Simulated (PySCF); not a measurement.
**Distorted geometries of DyCl3(NH3)**

DyCl3(NH3) (singlet in the valence; each metal's 4f electrons, 9 of them, lie in its core potential, out of spins and levels). PySCF 2.14.0, RKS PBE, Dy lcecp-1-SVP with ECP55, Cl def2-SVP, N def2-SVP, H def2-SVP; non-relativistic Hamiltonian with scalar-relativistic core potentials where named; density fitting; no spin-orbit coupling. Relaxed geometry:

```xyz
8

Dy    0.0276   -0.0276    0.0276
Cl    1.1806    1.8655    1.1806
Cl   -1.8655   -1.1806    1.1806
Cl    1.1806   -1.1806   -1.8655
N    -1.3954    1.3954   -1.3954
H    -2.0115    2.0115   -0.8435
H    -0.8435    2.0115   -2.0115
H    -2.0115    0.8435   -2.0115
```

Q: Order these distorted geometries by energy above the relaxed one, lowest first.
A.
```xyz
8

Dy    0.0913   -0.0078    0.0511
Cl    1.1535    1.7848    1.1481
Cl   -1.8882   -1.1905    1.1904
Cl    1.2060   -1.1614   -1.9249
N    -1.4317    1.3361   -1.3537
H    -2.0918    2.1166   -0.7784
H    -0.7756    2.0115   -1.9775
H    -2.0022    0.8492   -2.0936
```
B.
```xyz
8

Dy   -0.0410    0.2237    0.2897
Cl    1.3512    2.0427    1.1572
Cl   -1.6920   -1.4852    1.0848
Cl    1.0899   -1.1661   -1.9768
N    -1.5132    1.2555   -1.2456
H    -1.7723    1.9326   -0.8439
H    -1.0508    2.0771   -2.1274
H    -2.1104    0.8582   -2.0765
```
C.
```xyz
8

Dy   -0.0797    0.0510   -0.0679
Cl    1.2527    1.8579    1.3228
Cl   -1.8416   -1.3821    1.1394
Cl    1.2684   -1.1168   -1.7928
N    -1.6470    1.2943   -1.4666
H    -1.9924    2.1190   -0.8736
H    -0.9266    2.1184   -2.0952
H    -1.7724    0.7968   -1.9047
```

A: A (0.70 eV), B (3.71 eV), C (8.13 eV).

Q: Which forces (eV/Å) act in the one that lies 3.71 eV up?

A: 
```
Dy    1.00  -2.57  -2.33
Cl    0.18   0.54   0.39
Cl    0.02   0.29   0.29
Cl   -0.72   1.10   1.69
N     6.70  -9.80 -13.93
H    -7.23  13.05   8.37
H    -0.30  -3.03   2.87
H     0.35   0.42   2.65
```
Forces carry noise of the integration grid, about 0.01 to 0.03 eV/Å.

An lcecp potential fixes the number of 4f electrons, so in runs with it no electron can move into or out of that shell.
